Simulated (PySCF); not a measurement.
## BAs from Hartree–Fock to correlated methods

State: ³Π (triplet), unpaired electrons σ ↑, π ↑. Set-up: PySCF, no relativity, basis sets B pcseg-1, As pcseg-1. De refers to B + As in their high-spin ground configurations, without counterpoise correction. The functionals are run spin-unrestricted. A positive dipole means B(−)As(+).

```json
{"Level": "ROHF", "Re (Å)": "1.829", "ωe (cm⁻¹)": "883", "De (eV)": "1.14", "μ (D)": "-0.78"}
{"Level": "ROHF-MP2", "Re (Å)": "1.862", "ωe (cm⁻¹)": "821", "De (eV)": "2.48", "μ (D)": "n/a"}
{"Level": "ROHF-SCS-MP2", "Re (Å)": "1.865", "ωe (cm⁻¹)": "809", "De (eV)": "2.30", "μ (D)": "n/a"}
{"Level": "ROHF-CCSD", "Re (Å)": "1.865", "ωe (cm⁻¹)": "801", "De (eV)": "2.16", "μ (D)": "n/a"}
{"Level": "ROHF-CCSD(T)", "Re (Å)": "1.877", "ωe (cm⁻¹)": "777", "De (eV)": "2.37", "μ (D)": "n/a"}
{"Level": "PBE", "Re (Å)": "1.869", "ωe (cm⁻¹)": "791", "De (eV)": "3.37", "μ (D)": "0.26"}
{"Level": "PBEsol", "Re (Å)": "1.862", "ωe (cm⁻¹)": "803", "De (eV)": "3.61", "μ (D)": "0.21"}
{"Level": "r²SCAN", "Re (Å)": "1.853", "ωe (cm⁻¹)": "825", "De (eV)": "3.25", "μ (D)": "-0.11"}
{"Level": "PBE0", "Re (Å)": "1.850", "ωe (cm⁻¹)": "827", "De (eV)": "3.05", "μ (D)": "0.00"}
{"Level": "B97-3", "Re (Å)": "1.856", "ωe (cm⁻¹)": "816", "De (eV)": "2.99", "μ (D)": "0.04"}
{"Level": "M06", "Re (Å)": "1.851", "ωe (cm⁻¹)": "813", "De (eV)": "3.06", "μ (D)": "0.15"}
{"Level": "LC-ωPBE", "Re (Å)": "1.821", "ωe (cm⁻¹)": "884", "De (eV)": "2.73", "μ (D)": "-0.19"}
```

Problem. Which functional lies closest to ROHF-CCSD(T) in De, which farthest, and by how much do they differ from it?

Solution. Closest is LC-ωPBE (-5.6 pm in Re, +13.8 % in ωe, +0.36 eV in De against ROHF-CCSD(T) in the same basis), farthest PBEsol (-1.5 pm in Re, +3.3 % in ωe, +1.24 eV in De). CCSD(T) converges more slowly with the basis than the functionals do and binds too weakly in this one, so the order can change at the basis-set limit.

Problem. What does a quarter of exact exchange do here, going from PBE to PBE0?

Solution. PBE0 less PBE: -1.9 pm in Re, +4.6 % in ωe, -0.32 eV in De. Exact exchange removes part of the self-interaction that spreads semilocal densities, and in most molecules shortens and stiffens the bond and lowers De; so it does here.

Problem. What does the step from GGA to meta-GGA do here, going from PBE to r²SCAN?

Solution. r²SCAN less PBE: -1.6 pm in Re, +4.3 % in ωe, -0.12 eV in De. 

Correlated steps freeze 10 core orbitals. Correlated levels converge slowly with the basis: in double zeta they bind strong bonds too weakly, by up to about 1 eV, and carry superposition errors of some tenths. Spin–orbit coupling is left out. The state was picked by a PBE0 search and need not be the measured ground state.

The whole job (state search and all levels along the bond) took about 2.5 min on 1 thread of Arm Neoverse V1 (shared host), peak memory 0.48 GiB.
